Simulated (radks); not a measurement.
The numbers below are computed, except where a source is named.
Neutral oxygen inside a hard spherical wall (all orbitals vanish at R), configuration held at [He] 2s2 2p4 and not refilled when levels cross. Level of theory: scalar-relativistic Kohn-Sham, PBE, spin-polarised, spherical densities, finite nucleus; open shells are filled with parallel spins first; Fermi nuclear charge, rms radius 2.6991 fm (a radial shooting solver on a logarithmic mesh with Libxc functionals). Eigenvalues in eV for spin up, with the zero of energy where the potential of the charges vanishes at infinity; a dash marks a level that is unbound or too diffuse for the functional's potential to be trusted. A positive occupied level is held by the wall or, in an anion where self-interaction has pushed it up, behind a barrier. The pressure on the wall is -dE/dV.

R (bohr)	E (hartree)	kinetic (hartree)	e(1s)	e(2s)	e(2p)	e(3s, empty)	e(3p, empty)	pressure (GPa)
free	-75.05759	74.959	-514.81	-25.216	-10.224	-	-	0
20	-75.05759	74.959	-514.81	-25.216	-10.224	-	-	< 0.0001
15	-75.05759	74.959	-514.81	-25.216	-10.224	-	-	< 0.0001
12	-75.05759	74.959	-514.81	-25.216	-10.224	-	-	< 0.0001
10	-75.05758	74.959	-514.81	-25.216	-10.223	0.180	1.749	< 0.0001
8	-75.05754	74.959	-514.81	-25.209	-10.217	0.793	2.873	0.00297
6	-75.05632	74.970	-514.68	-25.118	-10.124	2.896	5.987	0.134
4	-75.02067	75.181	-512.91	-23.960	-8.845	13.137	18.195	9.62
3	-74.81863	76.121	-507.25	-20.401	-4.758	34.537	39.978	122
2	-73.08763	81.930	-482.49	-2.250	14.906	120.57	117.19	2630
